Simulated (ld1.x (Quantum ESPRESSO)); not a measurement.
Transferability test, TM potential for Hf (Z = 72)

Hf (Z = 72), norm-conserving Troullier–Martins (Kleinman–Bylander form), made with ld1.x (Quantum ESPRESSO) 7.5 (PBE, scalar-relativistic). Core [Kr] 4d10 4f14, reference 5s2 5p6 5d2 6s0 6p0 (charge +2). Waves: 5s (bound): rc 1.60 bohr; 5p (bound): rc 1.80 bohr; 5d (bound): rc 2.15 bohr. Local part: all-electron potential smoothed inside 1.45 bohr (lloc = -2). Core correction: a·sin(br)/r model core, default radius (core density twice the valence density).

Energies are relative to the spin-unpolarised reference configuration 5s2 5p6 5d2 6s0 6p0; without spin polarisation the order of configurations can differ from experiment.

```
valence configuration  charge  ΔE all-electron (eV)  error AE − PS (meV)
  5s2 5p6 5d2 6s2 6p0       0               -22.156                  -11
  5s2 5p6 5d2 6s1 6p0      +1               -14.180                 -3.9
  5s2 5p6 5d1 6s0 6p0      +3                21.794                  -38
  5s2 5p6 5d2 6s0 6p2       0               -14.294                  +41
  5s2 5p6 5d0 6s0 6p0      +4                54.647                 -200
  5s2 5p5 5d2 6s2 6p0      +1                18.865                 -152
```

(1) What are ΔE and the potential's error for 5s2 5p6 5d3 6s0 6p0?

Levels in the configuration 5s2 5p6 5d3 6s0 6p0:

```csv
level,all-electron (eV),pseudo (eV)
5s,-71.899,-71.825
5p,-40.611,-40.553
5d,-7.959,-7.942
```

## Answers

(1) ΔE = -12.166 eV all-electron; the error (AE − PS) is -13 meV.
